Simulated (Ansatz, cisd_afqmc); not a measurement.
System: BeH2, charge 0, triplet. This triplet is an excited state, 3.5 eV above the singlet at CCSD(T)/def2-QZVPP (Ansatz, a first-principles code). BeH2 (parent SMILES [BeH2], triplet).
B3LYP-D3(BJ)/def2-TZVP minimum from Ansatz:
```xyz
3

Be    -0.4005    -0.1824     0.0842
H      1.0134     0.0764     0.2170
H      0.5886     0.6533    -0.5538
```
Charge 0, spin multiplicity 3.

Total energies in def2-SVP, 4 correlated electrons, 1 frozen orbitals. Open shells are spin-unrestricted; no spin-orbit coupling. Correlated methods leave the cores frozen. No relativity. AFQMC is phaseless with a CISD trial state; ± is one standard error, without the phaseless bias. Outlying blocks are dropped, and bars are widened where a walk drifts. Over all cases where full CI ran beside it in this data, AFQMC minus full CI had a median of +0.1 mEh and passed +0.4 mEh in a tenth of the cases. Full CI freezes restricted core orbitals and the other rows unrestricted ones, which leaves a small offset even where coupled cluster is exact. The spin of H2Be (parent SMILES [BeH2], triplet) was assumed, and the state is the lowest solution found for it.

```json
[
 {"method": "HF", "program": "Ansatz", "energy (Eh)": "-15.63760", "error against FCI (mEh)": "48.29"},
 {"method": "MP2", "program": "Ansatz", "energy (Eh)": "-15.67345", "error against FCI (mEh)": "12.44"},
 {"method": "CCSD", "program": "Ansatz", "energy (Eh)": "-15.68515", "error against FCI (mEh)": "0.74"},
 {"method": "CCSD(T)", "program": "Ansatz", "energy (Eh)": "-15.68568", "error against FCI (mEh)": "0.21"},
 {"method": "CCSDT(Q)", "program": "Ansatz", "energy (Eh)": "-15.68589", "error against FCI (mEh)": "0.00"},
 {"method": "CCSDTQ", "program": "Ansatz", "energy (Eh)": "-15.68589", "error against FCI (mEh)": "0.00"},
 {"method": "AFQMC/CISD", "program": "cisd_afqmc", "energy (Eh)": "-15.6858 ± 0.0001", "error against FCI (mEh)": "0.1 ± 0.1"},
 {"method": "FCI", "program": "Ansatz", "energy (Eh)": "-15.68589", "error against FCI (mEh)": "0.00"}
]
```
